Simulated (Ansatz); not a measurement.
Input for Ansatz (an electronic-structure program): R-wB97M-V/def2-TZVPP on H2O (SMILES O).

Ansatz 0.2 input:
```yaml
crystal:
  periodic: [false, false, false]
  atoms:
    - {symbol: O, position_ang: [0.00000000, -0.00000000, 0.40073248]}
    - {symbol: H, position_ang: [-0.00000000, 0.75701187, -0.20041624]}
    - {symbol: H, position_ang: [-0.00000000, -0.75701187, -0.20041624]}
basis:
  gaussian:
    orbitals: def2-TZVPP
hamiltonian:
  xc: {name: wB97M-V}
scf: {lower_state_search: off}
```

Program output:

```
WARN ansatz: RAYON_NUM_THREADS=8 ignored (pool sized by the plan → 8); use --threads N
Functional definition: wB97M-V
these checks for a lower state are left out or cut short: stability, starts, cluster_reference, orbital_swaps, neighbouring_geometries, increment
integrals: 0.01 GiB planned
269 factors; their error is unknown
integrals: 0.05 GiB planned
69 factors; integrals over basis functions are off by at most 2.2e-5 eV
mean field: 0.17 GiB planned
mean field evaluation 1: about -2076.7708 eV, gradient 4.4e1 eV
mean field evaluation 2: about -2076.4265 eV, gradient 4.8e1 eV
mean field evaluation 4: about -2079.8522 eV, gradient 2.8e-1 eV
mean field evaluation 8: about -2079.8554 eV, gradient 1.2e-3 eV
mean field -2079.85543304 eV, -76.4332773878 hartree, gradient 3.4e-6 eV, S^2 0.000000; 0 other end points of the search recorded, 0 dependent functions left out
reference -2079.85545518 eV, -76.4332782013 hartree; 5, 5 occupied and 54, 54 virtual orbitals, 269 factors
Total energy: -2079.85545518 eV, -76.4332782013 hartree
Checks for a lower state left out: stability, starts, cluster_reference, orbital_swaps, neighbouring_geometries, increment
```

The run converged.

Cost: about 0.9 core-seconds (a rough figure).
